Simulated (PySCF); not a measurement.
Species: C6H12N (doublet state).
Bonds: C1–C2, C2–C3, C3–C4, C4–N5, N5–C6, C6–C7, C1–C7. Hydrogens: H8 on C1; H9, H10 on C2; H11, H12 on C3; H13, H14 on C4; H15 on N5; H16, H17 on C6; H18, H19 on C7.

The species is `[CH]1CCCNCC1` [radical].

Computed, not measured: PySCF, UKS B3LYP, pcH-1 on C H N, non-relativistic, mean-field spin-orbit, GIAO. One conformer (not necessarily the lowest) at the GFN2-xTB geometry, without solvent, vibrations or thermal averaging. A GFN2-xTB geometry isn't a minimum of the functional, and hyperfine couplings can be far from their values at a DFT geometry. The SCF solution wasn't tested for stability.

(1) Break the g tensor into its mass correction, gauge correction and orbital-Zeeman/spin–orbit terms.

(2) What are the electron Larmor frequencies g μB B/h along the three axes at 340 mT?

(3) What effective moment and Curie constant follow for a powder?

(4) In a frozen sample, at which fields do the three g values resonate at 9.5, 34, 94 and 263 GHz (hyperfine left aside), and which band first spreads them over more than twice a line width of 0.3 mT?

## Answers

(1) 
```csv
Δg (ppm),1,2,3
relativistic mass correction,-144,-144,-144
gauge correction,-2,31,33
orbital Zeeman/spin–orbit,-13,488,686
total,-159,374,575
```

So g = 2.00216, 2.00269, 2.00289 and g_iso = 2.00258; the tensor is rhombic: the two nearest values differ by 27 % of g3 − g1. Axes: g3 points within 15° of the C1–H8 bond.

(2) 9.5277, 9.5303, 9.5312 GHz for g1, g2 and g3, a range of 3.5 MHz.

(3) With the mean of g² = 4.0103 and S(S+1) = 0.75: μ_eff = √(⟨g²⟩S(S+1)) = 1.734 μB and χT = 0.12505·⟨g²⟩·S(S+1) = 0.376 cm³ K/mol (cgs; spin-Hamiltonian part alone).

(4) 
| band | GHz | B(g3) mT | B(g2) mT | B(g1) mT | spread mT |
| --- | --- | --- | --- | --- | --- |
| X | 9.5 | 338.89 | 338.92 | 339.01 | 0.12 |
| Q | 34.0 | 1212.86 | 1212.98 | 1213.30 | 0.44 |
| W | 94.0 | 3353.19 | 3353.53 | 3354.42 | 1.23 |
| J | 263.0 | 9381.80 | 9382.74 | 9385.24 | 3.44 |

The spread grows in proportion to the frequency. W band is the first where it exceeds 0.6 mT.

The largest Mulliken spin populations are on C1 (+1.02), C7 (-0.09) and C2 (-0.08). No atom but C1 exceeds +0.15. The angles at C1 add up to 359.2°, so it is planar; its axial dipolar tensor and the negative coupling of its proton fit spin in a p orbital normal to that plane.

The HOMO–LUMO gaps are 6.10 eV among the α and 4.66 eV among the β orbitals.

Hardware: an AMD EPYC with one thread, on a shared host. Cost: 2.0 min of wall time (grids of density and orbitals included), 0.97 GiB resident at most.
